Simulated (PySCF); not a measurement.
Species: C5H4F3N.
Structure used (PBE0-D3(BJ)/def2-SVP), in Å, numbered top down from 1:
```xyz
13
C5H4F3N angstrom
C      2.5461    0.1718   -0.3121
C      1.3649   -0.4339   -0.4597
C      0.0881    0.2439   -0.1256
N      0.0987    1.4532    0.2870
C     -1.1215   -0.5904   -0.3183
F     -0.9328   -1.8667   -0.6719
C     -2.3997   -0.2034   -0.1917
F     -2.7732    1.0044    0.1478
F     -3.4192   -0.9875   -0.3897
H      2.5933    1.1966    0.0665
H      3.4782   -0.3383   -0.5649
H      1.3072   -1.4574   -0.8342
H     -0.8362    1.8064    0.4887
```

Level of theory: TDDFT wB97X-D/def2-SVPD, vertical, gas phase, core orbitals frozen in the response (PySCF 2.14.0, density-fitted response routines).

Excitation energies and transition dipoles (atomic units, axes of the coordinates) of those of the lowest 6 singlets that add 0.02 au or more to the mean polarisability:

| state | ΔE (hartree) | μx | μy | μz |
| --- | --- | --- | --- | --- |
| S1 | 0.1625 | 0.006 | 0.049 | -0.113 |
| S2 | 0.1886 | 0.064 | -0.501 | -0.203 |
| S3 | 0.2047 | 1.669 | 0.094 | -0.046 |
| S5 | 0.2580 | 0.017 | -0.063 | 0.242 |
| S6 | 0.2670 | -0.501 | -0.035 | -0.057 |

Question: What does each state add to αxx, αyy and αzz, and how do the sums compare with the full static tensor?

Answer: Each state adds 2 μα² / ΔE.

```json
{"state": "S1", "αxx (au)": "0.00", "αyy (au)": "0.03", "αzz (au)": "0.16"}
{"state": "S2", "αxx (au)": "0.04", "αyy (au)": "2.66", "αzz (au)": "0.43"}
{"state": "S3", "αxx (au)": "27.23", "αyy (au)": "0.09", "αzz (au)": "0.02"}
{"state": "S5", "αxx (au)": "0.00", "αyy (au)": "0.03", "αzz (au)": "0.45"}
{"state": "S6", "αxx (au)": "1.88", "αyy (au)": "0.01", "αzz (au)": "0.02"}
{"state": "all 6 states", "αxx (au)": "29.2", "αyy (au)": "2.8", "αzz (au)": "1.1"}
{"state": "full response", "αxx (au)": "103.2", "αyy (au)": "67.5", "αzz (au)": "46.9"}
{"state": "share (%)", "αxx (au)": "28", "αyy (au)": "4", "αzz (au)": "2"}
```

The rest comes from the higher roots of the same response equations.

Question: Give the full tensor and its principal values.

Answer: In au, rows and columns x, y, z:
```
x   103.2   2.5  -1.8
y     2.5  67.5   7.6
z    -1.8   7.6  46.9
```
Principal values 44.3, 69.9 and 103.4 au; mean 72.5 au (10.75 Å³).

Question: By how much does the contribution of these states grow at 1064 nm?

Answer: With ω = 0.0428 hartree each state's term in the mean polarisability goes from f / ΔE² to f / (ΔE² − ω²), f = (2/3) ΔE |μ|²; the sum over all 6 states goes from 11.03 to 11.53 au, a rise of 0.50 au. The full frequency-dependent response rises by 0.93 au, from 72.53 to 73.46 au.

Rough CPU time on one thread of a shared machine: about 70 s.

One conformer stands for the species.
